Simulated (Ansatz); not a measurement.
The first iterations of a band of BClH3NO (7 atoms, charge 0, multiplicity 1).

Theory: RKS LDA/def2-SVP in Ansatz 0.2.0.

```
movable images  : 2
climbing image  : no
spring          : 5.0 eV/Å²
optimiser       : quadratic models (default)
start path      : IDPP
force threshold : 0.05 eV/Å
iteration limit : 60
end points      : relaxed
```

First end point:

```xyz
7
Properties=species:S:1:pos:R:3
N -0.521 0.976 -0.015
B 0.063 -0.289 -0.080
O 1.097 -0.619 0.734
Cl -0.562 -1.478 -1.255
H -1.298 1.258 -0.612
H -0.187 1.682 0.644
H 1.409 -1.529 0.584
```

Last end point:

```xyz
7
Properties=species:S:1:pos:R:3
N -0.413 0.845 0.023
B -0.005 -0.471 -0.235
O 1.002 -1.123 0.398
Cl -0.861 -1.385 -1.490
H -1.183 1.268 -0.498
H 0.010 1.458 0.721
H 1.450 -0.593 1.081
```

| iteration | highest image above the first end (eV) | largest band force component (eV/Å) |
| --- | --- | --- |
| 1 | 0.602 | 1.396 |
| 2 | 0.498 | 0.472 |

**Question.** Does the band converge within its limit, and where does its top end?

**Answer.** The forces met the threshold. It ended after 6 iterations with the highest image 0.448 eV above the first end. The dihedral Cl4–B2–O3–H7 jumps by 180° between images 1 and 2, so the path isn't resolved there. No image climbed, so the highest image needn't sit at the top of the path. So few images can step over the top or miss a turn of the path.

Time of the run: 18 s on 1 thread of Arm Neoverse V1 (shared host), peak memory 0.13 GiB.
